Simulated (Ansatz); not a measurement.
One change: `O[SiH2][SiH2]O` becomes `O[SiH2][SiH2]CF`.

Ansatz, PBE0-D4/def2-TZVP geometries, multiplicity 1. Each molecule was computed in one conformer, which needn't be the lowest.

| property | `O[SiH2][SiH2]O` |
| --- | --- |
| LUMO energy (PBE/def2-TZVPP) / eV | -1.72 |
| LUMO energy (PBE0/def2-TZVPP) / eV | -0.86 |
| HOMO energy (PBE0/def2-TZVPP) / eV | -7.93 |
| HOMO–LUMO gap (PBE/def2-TZVPP) / eV | 5.00 |
| size of the dipole moment (B3LYP/def2-TZVPP) / D | 2.55 |
| HOMO energy (PBE/def2-TZVPP) / eV | -6.72 |

(1) Give the same properties after the change, and the shifts. (An estimate is asked.)

Results:

(1) Computed: 
| property | `O[SiH2][SiH2]CF` | shift |
| --- | --- | --- |
| LUMO energy (PBE/def2-TZVPP) / eV | -1.49 | 0.23 |
| LUMO energy (PBE0/def2-TZVPP) / eV | -0.65 | 0.21 |
| HOMO energy (PBE0/def2-TZVPP) / eV | -7.77 | 0.16 |
| HOMO–LUMO gap (PBE/def2-TZVPP) / eV | 5.02 | 0.02 |
| size of the dipole moment (B3LYP/def2-TZVPP) / D | 1.38 | -1.17 |
| HOMO energy (PBE/def2-TZVPP) / eV | -6.51 | 0.21 |

With PBE0 the HOMO rises by 0.16 eV and the LUMO rises by 0.21 eV, so the gap widens by about 0.05 eV. PBE moves the HOMO by 0.21 eV and ωB97M-V by 0.15 eV. Dipoles are sizes alone; their direction can turn.

B3LYP here is the variant with VWN-RPA as its local correlation; programs differ in this.
